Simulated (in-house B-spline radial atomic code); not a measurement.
## Ne+: [He] 2s2 2p5

All numbers are computed (non-relativistic OLYP, spin-polarised, spherical fractional occupations; point nucleus) with a radial B-spline atomic code at the basis-set limit, not measured.

Z_r = [3n² - l(l+1)]/(2<r>); Z_e = n√(-2ε); the last column is Slater's effective charge. Values are occupation-weighted means over spin.

| shell | electrons | ε (eV) | <r> (bohr) | Z_r | Z_e | Slater |
| --- | --- | --- | --- | --- | --- | --- |
| 1s | 2 | -852.38 | 0.158 | 9.49 | 7.92 | 9.70 |
| 2s | 2 | -55.769 | 0.8627 | 6.95 | 4.05 | 6.20 |
| 2p | 5 | -32.527 | 0.882 | 5.67 | 3.09 | 6.20 |

The least bound orbital is 2p down at -31.12 eV, and it is also the most diffuse (<r> = 0.8957 bohr).
